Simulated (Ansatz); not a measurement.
This geometry of CH3OSSi (7 atoms, charge -1, multiplicity 1) is a first-order saddle point.

All numbers below come from RKS PBE/def2-SVP (Ansatz 0.2.0).

```xyz
7
Properties=species:S:1:pos:R:3
O -1.502 0.417 -0.761
C -0.319 -0.329 -0.677
Si 0.814 0.010 0.702
S -0.078 -1.483 -1.893
H -1.492 1.026 0.007
H 0.474 1.080 1.719
H 2.103 -0.721 0.902
```

Task: Which two structures does it join? (They come from a converged band through this point; their orientation in space is the band's.)

Result: No bond is made or broken. The height of Si3 over the plane of its neighbours goes from 0.86 to -0.86 Å. The two ends are copies of one structure, up to a mirror image or an exchange of like atoms.

Initial state:

```xyz
7
Properties=species:S:1:pos:R:3
O -1.425 0.341 -0.562
C -0.216 -0.297 -0.716
Si 1.214 0.425 0.371
S -0.099 -1.431 -1.940
H -1.282 0.875 0.255
H 0.205 0.952 1.470
H 1.602 -0.866 1.123
```

Final state:

```xyz
7
Properties=species:S:1:pos:R:3
O -1.321 0.500 -0.686
C -0.291 -0.410 -0.628
Si 0.605 -0.495 1.085
S -0.101 -1.437 -1.935
H -1.176 1.039 0.128
H 0.241 1.004 1.429
H 2.043 -0.201 0.605
```

Task: How far does it lie above each of them?

Result: 67.9 kJ/mol above the first and 67.9 kJ/mol above the second. This is the barrier of this one path; another mechanism may lie lower. Limits of this set-up: an anion without diffuse functions, the dipole of an ion depends on the origin.

The run took 90 s on 1 CPU thread of a shared host.
